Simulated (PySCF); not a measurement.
Be(tBu)(NH2) (C₄H₁₁BeN), SMILES C[C](C)(C)[Be][NH2].

Geometry optimised at B3LYP-D3(BJ)/def2-SVP. One conformer was computed; it need not be the lowest.

Method: PySCF with TDDFT-PBE/def2-SVPD.

Vertical excitations. 

```tsv
state	energy (eV)	λ (nm)	f	main pairs
S1	5.07	245	0.021	HOMO→LUMO 99 %
S2	5.35	232	0.056	HOMO−1→LUMO 99 %
S3	5.37	231	0.030	HOMO→LUMO+1 99 %
S4	5.45	228	0.001	HOMO−1→LUMO+1 99 %
S5	5.91	210	0.023	HOMO→LUMO+2 98 %
S6	6.02	206	0.029	HOMO→LUMO+3 99 %
S7	6.24	199	0.000	HOMO−1→LUMO+3 100 %
S8	6.49	191	0.019	HOMO−1→LUMO+2 68 %, HOMO→LUMO+4 22 %
S9	6.49	191	0.008	HOMO→LUMO+4 77 %, HOMO−1→LUMO+2 20 %
S10	6.68	186	0.000	HOMO−1→LUMO+4 100 %
T1	4.88	254	0	HOMO→LUMO 56 %, HOMO→LUMO+1 43 %
T2	4.92	252	0	HOMO→LUMO+1 55 %, HOMO→LUMO 43 %
T3	5.06	245	0	HOMO−1→LUMO 99 %
T4	5.35	232	0	HOMO−1→LUMO+1 100 %
```
Triplets are in the Tamm–Dancoff approximation, which puts them higher than full response would, so one can lie above its singlet here.
